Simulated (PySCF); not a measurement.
Cl$_{4}$SW, charge -1, doublet (typed; the unrestricted solution is spin-contaminated), geometry from GFN2-xTB (such geometries of metal compounds can be far from the true shape) (the multiplicity is a formal guess) (core potentials on W).

PySCF was given this input:
```python
from pyscf import gto, scf

mol = gto.M(
    atom='''
W     0.002863   -0.077597    0.046711
S     0.071896   -1.948549    1.172959
Cl   -1.590222   -0.310375   -1.648105
Cl    1.550157    1.396227    0.994460
Cl    1.551266   -0.224722   -1.698370
Cl   -1.591331    1.310574    1.044725
''',
    basis='def2-svp',
    ecp={'W': 'def2-svp'},
    charge=-1,
    spin=1,
    verbose=4,
)

mf = scf.UHF(mol)
mf = mf.density_fit(auxbasis='def2-universal-jkfit')
mf.kernel()
```

Task: Predict the nuclear repulsion energy from DF-HF/def2-SVP (PySCF).

Result: 690.4550 Eh

Task: Give the HOMO energy at the level DF-HF/def2-SVP.

Result: -6.14 eV

Task: Predict the <S^2> from DF-HF/def2-SVP.

Result: 0.864

Task: Predict the Mulliken (on the basis functions themselves) charges in atom order from DF-HF/def2-SVP.

Result: W1 1.10, S2 -0.37, Cl3 -0.43, Cl4 -0.43, Cl5 -0.43, Cl6 -0.43

These values belong to the state on which the SCF converged, which isn't shown to be the lowest.
